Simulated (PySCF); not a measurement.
C2H7BO3. Atoms are numbered in the order given.

```xyz
13

B     -0.1363     0.1461     0.3776
O     -0.0679     0.1183     1.7394
H     -0.6945     0.7388     2.1243
O      0.6670    -0.6563    -0.3705
C      1.5670    -1.5385     0.2460
H      1.0440    -2.2939     0.8558
H      2.1365    -2.0554    -0.5398
H      2.2746    -1.0067     0.9032
O     -1.0226     0.9839    -0.2306
C     -1.1112     1.0519    -1.6292
H     -1.0174     0.0579    -2.0944
H     -2.0876     1.4824    -1.8958
H     -0.3216     1.6988    -2.0480
```
Charge 0, spin multiplicity 1.

Geometry: PBE0-D3(BJ)/def2-SVP. One conformer was computed; it need not be the lowest.

All values below come from PBE/pcSseg-1 (PySCF).

GIAO shieldings, no solvent; atoms listed in one row are averaged. δ = σ(ref) − σ: ¹¹B against BF3 (σ = 83.9 ppm); ¹⁷O against H2O (σ = 334.3 ppm); ¹H against TMS (σ = 31.49 ppm); ¹³C against TMS (σ = 182.0 ppm), references at their B3LYP-D3(BJ)/def2-TZVP geometries, non-relativistic.

Computed chemical shifts:
```tsv
nucleus	atoms	count	δ (ppm)
¹¹B	B1	1	5.5
¹⁷O	O2	1	90.8
¹⁷O	O9	1	71.7
¹⁷O	O4	1	70.3
¹H	H6, H7, H8	3	3.99
¹H	H11, H12, H13	3	3.86
¹H	H3	1	2.97
¹³C	C5, C10	2	55.6
```
